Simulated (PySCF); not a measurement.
**InC: one state, many levels of theory**

State: ⁴Σ⁻ (quartet), unpaired electrons σ ↑, π ↑↑. Set-up: basis In aug-cc-pVDZ-PP with ECP28, C aug-cc-pVDZ; scalar-relativistic core potentials; PySCF 2.14. De refers to In + C in their high-spin ground configurations, without counterpoise correction. The functionals are run spin-unrestricted. A positive dipole means In(−)C(+).

```
      Level  Re (Å)  ωe (cm⁻¹)  De (eV)  μ (D)  CPU s a point (SCF and correlation, without the integrals)
        UHF   2.257        465     1.93  -2.79                                                        0.21
    UHF-MP2   2.248        467     2.68    n/a                                                        0.35
UHF-SCS-MP2   2.250        465     2.40    n/a                                                         n/a
   UHF-CCSD   2.250        458     2.53    n/a                                                         n/a
UHF-CCSD(T)   2.250        457     2.62    n/a                                                          12
        PBE   2.239        439     3.13  -2.82                                                        0.68
     r²SCAN   2.223        463     3.03  -2.68                                                           1
      B3LYP   2.246        442     2.72  -3.00                                                        0.85
       PBE0   2.225        461     2.92  -2.89                                                         1.1
    r²SCAN0   2.217        474     2.84  -2.76                                                         1.2
  BHandHLYP   2.233        463     2.46  -3.05                                                         0.6
```

(1) Which functional lies closest to UHF-CCSD(T) in De, which farthest, and by how much do they differ from it?

(2) What does a quarter of exact exchange do here, going from PBE to PBE0?

(3) What does second-order correlation do here, going from UHF to UHF-MP2?

Correlated steps freeze 5 core orbitals. Correlated levels converge slowly with the basis: in double zeta they bind strong bonds too weakly, by up to about 1 eV, and carry superposition errors of some tenths. Spin–orbit coupling is left out, which matters for elements this heavy, above all for dissociation energies. The state was picked by a PBE0 search and need not be the measured ground state.

The whole job (state search and all levels along the bond) took about 3.5 min on 1 thread of Arm Neoverse V1 (shared host), peak memory 0.74 GiB.

## Answers

(1) Closest is B3LYP (-0.4 pm in Re, -3.3 % in ωe, +0.10 eV in De against UHF-CCSD(T) in the same basis), farthest PBE (-1.1 pm in Re, -3.9 % in ωe, +0.51 eV in De). CCSD(T) converges more slowly with the basis than the functionals do and binds too weakly in this one, so the order can change at the basis-set limit.

(2) PBE0 less PBE: -1.4 pm in Re, +5.0 % in ωe, -0.21 eV in De. Exact exchange removes part of the self-interaction that spreads semilocal densities, and in most molecules shortens and stiffens the bond and lowers De; so it does here.

(3) UHF-MP2 less UHF: -0.9 pm in Re, +0.4 % in ωe, +0.75 eV in De. Correlation nearly always deepens the well. The bond shortens, as in weak, metallic or heavy-atom bonds, where dispersion and the correlation of outer-core electrons pull the atoms together.
